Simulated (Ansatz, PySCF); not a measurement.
Reaction (SMILES): NCCN [ethane-1,2-diamine] -> [NH2] (NH2) + [CH2]CN (the C-N bond at the site shown breaks; other sites are not compared here)
Each molecule is optimised on its own at B3LYP-D3(BJ)/def2-TZVP (Ansatz, a quantum-chemistry and plane-wave program), one conformer each, not searched for the lowest. Frequencies are from Ansatz or PySCF.
Geometry of the first species:
SMILES: NCCN
```xyz
12

N      1.8004     0.4329    -0.2539
C      0.5735     0.1334     0.4836
C     -0.5515    -0.2148    -0.4799
N     -1.7787    -0.5130     0.2575
H      2.5813     0.5552     0.3786
H      1.7040     1.2957    -0.7773
H      0.2389     0.9548     1.1379
H      0.7571    -0.7273     1.1290
H     -0.2619    -1.1016    -1.0463
H     -0.6612     0.6050    -1.2084
H     -2.5003    -0.8544    -0.3651
H     -2.1418     0.3214     0.7042
```

Wanted: bond dissociation energy (0 K, with B3LYP-D3(BJ) harmonic zero-point energies), in kcal/mol. Cores are frozen in the correlated levels unless marked. UHF or UKS for open shells. No spin-orbit coupling. No relativistic terms. CBS(X,Y): correlation extrapolated as X^-3; Hartree-Fock from the larger set. [CCSD(T)-MP2]/basis is that difference in the basis named.

```tsv
level	program	bond dissociation energy (kcal/mol)
revPBE-D3(BJ)/def2-TZVPD	Ansatz + dftd3	77.3
PBE0/def2-TZVP	Ansatz	80.3
PBE0/def2-TZVPD	Ansatz	80.1
TPSSh/def2-TZVPD	PySCF	___
RPA@PBE/cc-pVTZ	Ansatz	___
RI-MP2/CBS(cc-pVTZ,cc-pVQZ)+[CCSD(T)-MP2]/cc-pVTZ	Ansatz	___
```

Question: Some entries are withheld; supply them.

Answer: 
- TPSSh/def2-TZVPD, bond dissociation energy (kcal/mol): 74.2
- RPA@PBE/cc-pVTZ, bond dissociation energy (kcal/mol): 78.2
- RI-MP2/CBS(cc-pVTZ,cc-pVQZ)+[CCSD(T)-MP2]/cc-pVTZ, bond dissociation energy (kcal/mol): 84.4
